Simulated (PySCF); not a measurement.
CH4Cl2OSi. Atoms are numbered in the order given.

```xyz
9

Si     0.1495    -0.0722     0.4978
Cl     0.2193     1.7852    -0.3885
Cl     1.6463    -1.2489    -0.2409
O     -1.2630    -0.8031     0.1161
C     -2.5533    -0.2457     0.0978
H      0.3464     0.1048     1.9530
H     -3.2166    -0.9272    -0.4534
H     -2.9521    -0.1235     1.1194
H     -2.5628     0.7366    -0.4038
```

The structure is a stationary point at PBE0-D3(BJ)/def2-SVP. One conformer was computed; it need not be the lowest.

These are PySCF with KT2/pcSseg-1 values and carry that method's errors.

GIAO shieldings, no solvent; atoms listed in one row are averaged. δ = σ(ref) − σ: ²⁹Si against TMS (σ = 361.9 ppm); ³⁵Cl against HCl (σ = 945.4 ppm); ¹⁷O against H2O (σ = 330.4 ppm); ¹³C against TMS (σ = 185.1 ppm); ¹H against TMS (σ = 31.47 ppm), references at their B3LYP-D3(BJ)/def2-TZVP geometries, non-relativistic (without spin–orbit terms, shifts of atoms bonded to Cl or Br come out too high).

```tsv
nucleus	atoms	count	δ (ppm)
²⁹Si	Si1	1	-7.0
³⁵Cl	Cl3	1	123.3
³⁵Cl	Cl2	1	109.3
¹⁷O	O4	1	67.4
¹³C	C5	1	55.5
¹H	H6	1	6.16
¹H	H7, H8, H9	3	4.12
```
